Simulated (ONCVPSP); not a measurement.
An all-electron radial function and its pseudo partner (Si)

Columns: radius, all-electron u(r) and pseudo u(r) of the 3s shell (level -10.81 eV) of silicon in the configuration [Ne] 3s2 3p2; PBE, scalar-relativistic, ONCV scheme, ONCVPSP 4.0.1.

```csv
r (bohr),all-electron,pseudo
0.082,0.1557,0.0209
0.165,-0.0429,0.0421
0.248,-0.2291,0.0638
0.330,-0.3236,0.0875
0.413,-0.3334,0.1154
0.495,-0.2821,0.1475
0.578,-0.1920,0.1839
0.660,-0.0834,0.2227
0.742,0.0319,0.2638
0.825,0.1469,0.3082
0.908,0.2548,0.3566
0.990,0.3512,0.4089
1.072,0.4362,0.4646
1.155,0.5100,0.5217
1.238,0.5719,0.5758
1.320,0.6222,0.6232
1.402,0.6624,0.6625
1.485,0.6935,0.6935
1.568,0.7157,0.7157
1.650,0.7297,0.7297
1.733,0.7370,0.7370
1.815,0.7380,0.7380
1.898,0.7337,0.7337
1.980,0.7251,0.7251
2.062,0.7127,0.7127
2.145,0.6970,0.6970
```

Question: How many radial nodes do the two functions have?

Answer: The all-electron 3s function has n − l − 1 = 2; the pseudo-wave has 0, since the states of the same l below it are removed with the core.

Question: At about which radius was the pseudo-wave matched?

Answer: 1.65 bohr. The columns agree to 0.0005 from 1.40 bohr on; several derivatives are matched, so the curves merge somewhat inside the radius.

Question: Where does each function peak?

Answer: Outermost all-electron maximum near 1.81 bohr, pseudo maximum near 1.81 bohr (to the table’s step).

Question: Is the pseudo-wave norm-conserving?

Answer: Yes: the ONCV scheme keeps the norm inside the radius equal to the all-electron one, which fixes the energy derivative of the logarithmic derivative at the level.
